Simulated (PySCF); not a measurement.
# State search for RuF

Unrestricted PBE0; PySCF, scalar-relativistic core potentials, basis sets Ru def2-TZVPPD with ECP28, F def2-TZVPPD. Outer shells of the fragments: Ru 4d7 5s1; F 2s2 2p5.

Followed along the bond (rough minima from three points):

| 2Ms+1 | unpaired | ⟨S²⟩ at the start | R at minimum (Å) | Te (eV) |
| --- | --- | --- | --- | --- |
| 4 | σ ↑, π ↑, δ ↑ | 3.77 | 1.91 | 0.00 |
| 4 | σ ↑, π ↑, δ ↑ | 3.75 | 1.90 | 0.08 |
| 4 | π ↑↑, δ ↑ | 3.80 | 1.89 | 0.09 |
| 6 | σ ↑↑, π ↑↑, δ ↑ | 8.75 | 1.92 | 0.16 |
| 4 | σ ↑, π ↑↑ | 3.75 | 1.87 | 0.34 |
| 4 | σ ↑, δ ↑↑ | 3.76 | 1.95 | 0.38 |

Solutions found at the starting distance of 1.810 Å, counted from the lowest of them; the search is not exhaustive and high or unbound solutions are not listed, so other states can lie among these:

| 2Ms+1 | unpaired | term | E (eV) | ⟨S²⟩ | ⟨Lz²⟩ | μ (D) |
| --- | --- | --- | --- | --- | --- | --- |
| 4 | σ ↑, π ↑, δ ↑ | mixed | 0.00 | 3.77 | 4.68 | -3.83 |
| 4 | π ↑↑, δ ↑ | ⁴Δ | 0.06 | 3.80 | 4.01 | -4.13 |
| 4 | σ ↑, π ↑, δ ↑ | mixed | 0.07 | 3.75 | 5.01 | -3.80 |
| 6 | σ ↑↑, π ↑↑, δ ↑ | ⁶Δ | 0.21 | 8.75 | 4.01 | -0.87 |
| 4 | σ ↑, π ↑↑ | ⁴Σ⁻ | 0.29 | 3.75 | 0.00 | -4.14 |
| 4 | σ ↑, δ ↑↑ | ⁴Σ⁻ | 0.49 | 3.76 | 0.00 | -3.65 |
| 2 | σ ↓, π ↑↑ | mixed | 0.71 | 1.75 | 0.00 | -4.05 |
| 2 | σ ↓, π ↑, δ ↑ | mixed | 0.81 | 1.76 | 5.37 | -3.69 |
| 2 | σ ↓, π ↑, δ ↑ | mixed | 0.84 | 1.73 | 5.13 | -3.68 |
| 4 | π ↑, δ ↑↑ | mixed | 0.88 | 3.85 | 1.22 | -3.54 |
| 2 | π ↑↓, δ ↑ | mixed | 0.95 | 1.80 | 6.01 | -3.96 |
| 2 | δ ↑ | mixed | 0.98 | 1.51 | 4.43 | -3.59 |
| 2 | π ↑↑, δ ↓ | mixed | 0.99 | 1.76 | 4.01 | -4.08 |
| 6 | σ ↑↑, π ↑, δ ↑↑ | ⁶Π | 1.12 | 8.75 | 1.01 | -1.04 |

A term symbol is given only where ⟨S²⟩ and ⟨Lz²⟩ are close to those of a pure state; real π, δ and φ orbitals otherwise mix terms. A positive dipole means Ru(−)F(+).

Spin–orbit coupling is left out. With d or f electrons several states lie close, and the lowest PBE0 determinant need not be the measured ground state.
